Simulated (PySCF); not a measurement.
Species: C4H7PSSi.
Numbering: `[PH2:1][SiH2:2][c:3]1[cH:4][cH:5][cH:6][s:7]1` (hydrogens: H8, H9 on P1; H10, H11 on Si2; H12 on C4; H13 on C5; H14 on C6)

Vertical excitations from PySCF (density fitting, frozen core in the response, grid level 2 and gas phase unless stated; continuum runs use non-equilibrium linear response for the excitations) on a GFN2-xTB geometry. Reference run:

```json
{"settings": "PBE0/def2-SVPD, full TDDFT, 6 singlets", "S1, eV (f)": "5.17 (0.269)", "S2, eV (f)": "5.66 (0.062)", "S3, eV (f)": "5.87 (0.003)", "S4, eV (f)": "6.03 (0.018)", "S5, eV (f)": "6.24 (0.010)", "S6, eV (f)": "6.26 (0.023)", "T1, eV (Tamm–Dancoff)": "3.61", "mean α (au)": "117.8"}
```

Problem. What do these settings give: KT2/def2-SVPD, energy threshold 1e-11 Eh, fitting basis def2-universal-jkfit, TDA, 1 singlet?

Solution. 
```
                                                                                    settings    S1, eV (f)  S2, eV (f)  S3, eV (f)  S4, eV (f)  S5, eV (f)  S6, eV (f)  T1, eV (Tamm–Dancoff)  mean α (au)
KT2/def2-SVPD, energy threshold 1e-11 Eh, fitting basis def2-universal-jkfit, TDA, 1 singlet  4.74 (0.205)           –           –           –           –           –                      –        122.5
```

S1 moves by -0.43 eV; functional and response scheme change together, so the shift can't be laid on one. States are counted by energy in each run and needn't keep their character from row to row.

KT2 was designed for NMR shieldings or shifts; total energies of different functionals aren't comparable.

Problem. Give the leading configurations of S1 (H = HOMO, L = LUMO) and the HOMO–LUMO gap of each run.

Solution. 
```json
{"settings": "PBE0/def2-SVPD, full TDDFT, 6 singlets", "S1 configurations (weight)": "H→L 0.95", "S1 (eV)": "5.17", "orbital gap (eV)": "5.87", "S1 − gap (eV)": "-0.70"}
{"settings": "KT2/def2-SVPD, energy threshold 1e-11 Eh, fitting basis def2-universal-jkfit, TDA, 1 singlet", "S1 configurations (weight)": "H→L 0.68, H−2→L 0.27", "S1 (eV)": "4.74", "orbital gap (eV)": "4.08", "S1 − gap (eV)": "+0.66"}
```

The values belong to the conformer `[PH2:1][SiH2:2][c:3]1[cH:4][cH:5][cH:6][s:7]1`: P1–Si2–C3–C4 92°, H–P1–Si2–C3 46°, H–P1–Si2–C3 -47°.
